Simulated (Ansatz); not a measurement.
Born–Oppenheimer molecular dynamics of H$_{8}$OSi$_{3}$ (12 atoms, charge 0, multiplicity 1). It starts from a relaxed structure.

Computed with RHF/6-31G in Ansatz.

```
ensemble                      : NVE (velocity Verlet)
time step                     : 0.5 fs
steps asked                   : 500
starting velocities drawn for : 300 K
seed                          : 444372
```

First frame:

```xyz
12
Properties=species:S:1:pos:R:3
Si -0.015 -0.003 -0.004
O 0.085 -0.133 1.711
H -0.610 -0.224 2.345
H 1.396 0.117 -0.461
Si -1.202 1.966 -0.621
H -2.614 1.895 -0.134
H -0.555 3.183 -0.050
H -1.225 2.078 -2.111
Si -0.973 -1.976 -0.931
H -2.368 -2.161 -0.425
H -1.028 -1.843 -2.419
H -0.167 -3.181 -0.578
```

Task: What does the run give?

Result: All steps were run.

* steps done: 500
* time covered: 250 fs
* mean temperature over the second half: 144 K
* spread of the potential energy over the second half: 3.4 meV per atom
* mean potential energy of the second half above the start: 16.9 meV per atom

The conserved energy stayed within 0.34 meV per atom of its start (net change 0.064 meV per atom), so the integration is sound. Over the second half the temperature averaged 0.48 of the 300 K drawn at the start: a run that starts near a minimum puts about half its kinetic energy into the potential. A run of 0.25 ps of so small a system gives no equilibrium averages. Limits of this set-up: no polarisation functions.

Task: What happens to the structure?

Result: The same pairs are bonded in the first frame and the last. Pairs count as bonded within 1.25 times the sum of covalent radii (0.12 Å more for H–H). This is one draw of velocities; another would differ in detail.

Task: How do temperature and energy run in time?

Result: 
```json
{"time (fs)": "0", "T (K)": "300", "potential energy less start (eV)": "0.000", "conserved less start (meV/atom)": "0.00"}
{"time (fs)": "12.5", "T (K)": "144", "potential energy less start (eV)": "0.204", "conserved less start (meV/atom)": "0.16"}
{"time (fs)": "25", "T (K)": "100", "potential energy less start (eV)": "0.262", "conserved less start (meV/atom)": "0.21"}
{"time (fs)": "37.5", "T (K)": "178", "potential energy less start (eV)": "0.160", "conserved less start (meV/atom)": "0.18"}
{"time (fs)": "50", "T (K)": "154", "potential energy less start (eV)": "0.191", "conserved less start (meV/atom)": "0.24"}
{"time (fs)": "62.5", "T (K)": "70", "potential energy less start (eV)": "0.301", "conserved less start (meV/atom)": "0.30"}
{"time (fs)": "75", "T (K)": "123", "potential energy less start (eV)": "0.231", "conserved less start (meV/atom)": "0.19"}
{"time (fs)": "87.5", "T (K)": "186", "potential energy less start (eV)": "0.149", "conserved less start (meV/atom)": "0.14"}
{"time (fs)": "100", "T (K)": "140", "potential energy less start (eV)": "0.208", "conserved less start (meV/atom)": "0.11"}
{"time (fs)": "112.5", "T (K)": "159", "potential energy less start (eV)": "0.184", "conserved less start (meV/atom)": "0.11"}
{"time (fs)": "125", "T (K)": "184", "potential energy less start (eV)": "0.151", "conserved less start (meV/atom)": "0.05"}
{"time (fs)": "137.5", "T (K)": "136", "potential energy less start (eV)": "0.214", "conserved less start (meV/atom)": "0.10"}
{"time (fs)": "150", "T (K)": "141", "potential energy less start (eV)": "0.209", "conserved less start (meV/atom)": "0.20"}
{"time (fs)": "162.5", "T (K)": "141", "potential energy less start (eV)": "0.208", "conserved less start (meV/atom)": "0.22"}
{"time (fs)": "175", "T (K)": "109", "potential energy less start (eV)": "0.250", "conserved less start (meV/atom)": "0.23"}
{"time (fs)": "187.5", "T (K)": "109", "potential energy less start (eV)": "0.250", "conserved less start (meV/atom)": "0.30"}
{"time (fs)": "200", "T (K)": "159", "potential energy less start (eV)": "0.185", "conserved less start (meV/atom)": "0.20"}
{"time (fs)": "212.5", "T (K)": "183", "potential energy less start (eV)": "0.153", "conserved less start (meV/atom)": "0.08"}
{"time (fs)": "225", "T (K)": "105", "potential energy less start (eV)": "0.255", "conserved less start (meV/atom)": "0.16"}
{"time (fs)": "237.5", "T (K)": "186", "potential energy less start (eV)": "0.148", "conserved less start (meV/atom)": "0.06"}
{"time (fs)": "250", "T (K)": "186", "potential energy less start (eV)": "0.148", "conserved less start (meV/atom)": "0.06"}
```

Run time: 8.4 min on 1 thread of Intel(R) Xeon(R) 6975P-C (Granite Rapids), on a shared host, peak memory 0.13 GiB.
